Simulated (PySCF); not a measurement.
Structure problem from calculated spectra and properties.

Formula: C3H11NOSSi2.

| Item | Value |
| --- | --- |
| Valence photoelectron | vertical ionisation energy: 9.16 eV [ΔSCF wB97X-D/def2-SVPD] |
| UV, strongest line | among the 10 lowest singlet transitions: S5 at 6.43 eV (193 nm, f = 0.256) [TDDFT wB97X-D/def2-SVPD] |
| Dipole | 5.54 D [wB97X-D/def2-SVPD] |
| Rotational structure | rotational constants A, B, C: 2.136, 0.721, 0.550 GHz [PBE0-D3(BJ)/def2-SVP] |
| UV, first state | lowest singlet excitation: 5.15 eV (241 nm, f = 0.002) [TDDFT wB97X-D/def2-SVPD] |
| 1H NMR | chemical shifts (computed TMS as zero) by class: 5.16 (2 H), 4.84 (3 H), 2.96 (3 H), 2.80 (3 H) ppm [GIAO PBE0/pcSseg-1] |
| 13C NMR | chemical shifts (computed TMS as zero) by class: 181.8 (1 C), 37.0 (1 C), 31.1 (1 C) ppm [GIAO PBE0/pcSseg-1] |
| Polarisability | 126.0 au [wB97X-D/def2-SVPD] |

Electronic properties: PySCF, gas phase, density fitting. Levels stand in brackets. Geometry: PBE0-D3(BJ)/def2-SVP, one conformer, isolated molecule. Each NMR value is the plain mean over a class of atoms that symmetry, rotation or inversion makes alike.

Q: Propose a structure and show how it fits.

A: Numbering: `[CH3:1][N:2]([CH3:3])[C:4](=[O:5])[SiH2:6][S:7][SiH3:8]`. Its formula, C3H11NOSSi2, gives 1 degree of unsaturation: 0 rings and 1 π bond in the structure found. 3 carbons fall into 3 classes; from least to most shielded: carbonyl carbon [C4] (181.8 ppm), N-methyl carbon [C1] (37.0 ppm), N-methyl carbon [C3] (31.1 ppm). Hydrogen classes from least to most shielded: 2 H on an SiH2 silicon, Si6 (5.16 ppm), 3 H on an SiH3 silicon, Si8 (4.84 ppm), 3 H on an N-methyl carbon, C3 (2.96 ppm, a mean of values up to 2.7 ppm apart in this geometry), 3 H on an N-methyl carbon, C1 (2.80 ppm). The first electron is taken from the HOMO, whose largest Löwdin shares are 0.67 on the sulfur bonded to 2 Si, 0.10 on the SiH2 silicon and 0.10 on the SiH3 silicon. By its constants the optimised geometry is an asymmetric top. Structure: `O=C([SiH2]S[SiH3])N(C)C`. The assignments are read from this structure; whether some other isomer fits the data as well wasn't checked.

Shape of the structure used: `[CH3:1][N:2]([CH3:3])[C:4](=[O:5])[SiH2:6][S:7][SiH3:8]`: C1–N2–C4–O5 180°, N2–C4–Si6–S7 175°, C4–Si6–S7–Si8 6°.
